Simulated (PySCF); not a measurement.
Compound: C8H16FP.
SMILES with atom numbers: `[CH3:1][CH2:2][CH2:3][CH2:4]/[P:5]=[C:6](\[F:7])[CH:8]([CH3:9])[CH3:10]` (hydrogens: H11, H12, H13 on C1; H14, H15 on C2; H16, H17 on C3; H18, H19 on C4; H20 on C8; H21, H22, H23 on C9; H24, H25, H26 on C10)

Geometry (PBE0-D3(BJ)/def2-SVP, Å), atoms numbered from 1 in this order:
```
atom  x, y, z in Å
C1     3.8054    0.6652   -0.3918
C2     3.4133   -0.8026   -0.3095
C3     1.9082   -1.0504   -0.2487
C4     1.2322   -0.4675    0.9918
P5    -0.5612   -0.9420    1.1568
C6    -1.2610    0.1224    0.0503
F7    -0.5318    1.0151   -0.6416
C8    -2.7162    0.2434   -0.2812
C9    -3.5711   -0.8323    0.3720
C10   -3.2156    1.6521    0.0523
H11    4.8950    0.7835   -0.4958
H12    3.5012    1.2232    0.5074
H13    3.3318    1.1551   -1.2581
H14    3.8181   -1.3367   -1.1862
H15    3.8930   -1.2661    0.5714
H16    1.4286   -0.6244   -1.1466
H17    1.7193   -2.1371   -0.2885
H18    1.7333   -0.8377    1.9027
H19    1.3103    0.6308    1.0033
H20   -2.7741    0.1207   -1.3811
H21   -4.6200   -0.7221    0.0592
H22   -3.2339   -1.8425    0.0974
H23   -3.5353   -0.7527    1.4707
H24   -4.2519    1.7845   -0.2931
H25   -3.1911    1.8177    1.1411
H26   -2.5921    2.4198   -0.4263
```

Level: PBE0/pcSseg-1 in PySCF, non-relativistic, on one gas-phase PBE0-D3(BJ)/def2-SVP geometry that isn't relaxed in the solvent. The solvent is an IEF-PCM continuum (Bondi radii, 1.10 Å for H, scaled by 1.2). Only the electrostatic response of the medium enters.

| run | E − E(gas) (kJ/mol) | HOMO (eV) | HOMO–LUMO gap (eV) | dipole (D) |
| --- | --- | --- | --- | --- |
| gas | 0.00 | -6.72 | 5.58 | 0.67 |
| P | -4.54 | -6.73 | 5.58 | 0.77 |
| Q | -10.20 | -6.79 | 5.59 | 0.92 |

Question: The runs were made in benzene and water. Which run belongs to which solvent?

Answer: P = benzene, Q = water. The dielectric constants are 2.271 (benzene), 78.36 (water), and the energy falls further as ε rises. In this model the ground state sees the solvent through ε alone.

Question: How constant is the ratio of the lowering to (ε − 1)/(2ε + 1)?

Answer: 
```csv
solvent,(ε − 1)/(2ε + 1),E − E(gas) (kJ/mol),ratio (kJ/mol),polarisation term (kJ/mol)
benzene,0.229,-4.54,-19.8,-4.77
water,0.490,-10.20,-20.8,-11.54
```

The ratio changes by +5.0 % in size from benzene to water. The polarisation term is half the interaction of the solute with the induced surface charges.
